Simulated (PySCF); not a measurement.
Compound: 1,2,3,4-tetrahydronaphthalene, C10H12.
Bonds: C1–C2 (aromatic), C2–C3 (aromatic), C3–C4 (aromatic), C4–C5 (aromatic), C5–C6 (aromatic), C5–C7, C7–C8, C8–C9, C9–C10, C1–C6 (aromatic), C4–C10. Hydrogens: H11 on C1; H12 on C2; H13 on C3; H14 on C6; H15, H16 on C7; H17, H18 on C8; H19, H20 on C9; H21, H22 on C10.

The same species was optimised twice, with GFN2-xTB and with PBE0-D3(BJ)/def2-SVP (PySCF), and the same property calculations (PySCF, gas phase) were run on both structures.

```tsv
coordinate	GFN2-xTB	PBE0-D3(BJ)/def2-SVP	change
C4–C5 (Å)	1.392	1.406	+0.014
C1–C2 (Å)	1.385	1.395	+0.010
C5–C6 (Å)	1.391	1.401	+0.010
C3–C4 (Å)	1.391	1.401	+0.010
C2–C3 (Å)	1.381	1.390	+0.009
C1–C6 (Å)	1.381	1.390	+0.009
C4–C10 (Å)	1.505	1.510	+0.005
C5–C7 (Å)	1.505	1.510	+0.005
C9–C10 (Å)	1.524	1.522	-0.002
C7–C8 (Å)	1.524	1.522	-0.002
C8–C9 (Å)	1.523	1.522	-0.001
C5–C7–C8 (°)	112.4	113.4	+1.0
C4–C10–C9 (°)	112.4	113.4	+1.0
C7–C8–C9 (°)	109.3	110.2	+0.9
C8–C9–C10 (°)	109.4	110.2	+0.8
C6–C5–C7 (°)	119.1	119.7	+0.6
C3–C4–C10 (°)	119.1	119.7	+0.6
C4–C5–C7 (°)	121.7	121.3	-0.4
C5–C4–C10 (°)	121.7	121.3	-0.4
```

Rotational constants: A = 2813, B = 1146, C = 843.6 MHz (GFN2-xTB) against A = 2788, B = 1129, C = 830.9 MHz (PBE0-D3(BJ)/def2-SVP). Point groups within 0.08 Å: C2 and C2.

On the GFN2-xTB structure: HOMO (eV) -6.79 [PBE0/pcSseg-1]; LUMO (eV) -0.10 [PBE0/pcSseg-1]; dipole (D) 0.70 [PBE0/pcSseg-1]; GIAO shielding of C1/C2 (mean) (ppm) 55.6 [PBE0/pcSseg-1]; GIAO shielding of C3/C6 (mean) (ppm) 51.7 [PBE0/pcSseg-1]; GIAO shielding of C4/C5 (mean) (ppm) 45.7 [PBE0/pcSseg-1]; GIAO shielding of C7/C10 (mean) (ppm) 153.3 [PBE0/pcSseg-1]; GIAO shielding of C8/C9 (mean) (ppm) 159.5 [PBE0/pcSseg-1].

Question: What do these properties become on the PBE0-D3(BJ)/def2-SVP structure?

Answer: 
```csv
property,level,on GFN2-xTB,on PBE0-D3(BJ)/def2-SVP,change
HOMO (eV),PBE0/pcSseg-1,-6.79,-6.75,+0.04
LUMO (eV),PBE0/pcSseg-1,-0.10,-0.16,-0.06
dipole (D),PBE0/pcSseg-1,0.70,0.73,+0.03
"energy, GFN2-xTB geometry as zero (kcal/mol)",PBE0/pcSseg-1,0.0,-0.4,-0.4
GIAO shielding of C1/C2 (mean) (ppm),PBE0/pcSseg-1,55.6,53.3,-2.3
GIAO shielding of C3/C6 (mean) (ppm),PBE0/pcSseg-1,51.7,49.7,-2.0
GIAO shielding of C4/C5 (mean) (ppm),PBE0/pcSseg-1,45.7,43.0,-2.7
GIAO shielding of C7/C10 (mean) (ppm),PBE0/pcSseg-1,153.3,152.4,-0.9
GIAO shielding of C8/C9 (mean) (ppm),PBE0/pcSseg-1,159.5,158.7,-0.8
```

The heavy atoms differ by 0.018 Å rms after alignment. Among bonds between heavy atoms C4–C5 changes most (+0.014 Å). Changes are differences of the printed values. Neither structure is proved a minimum here.
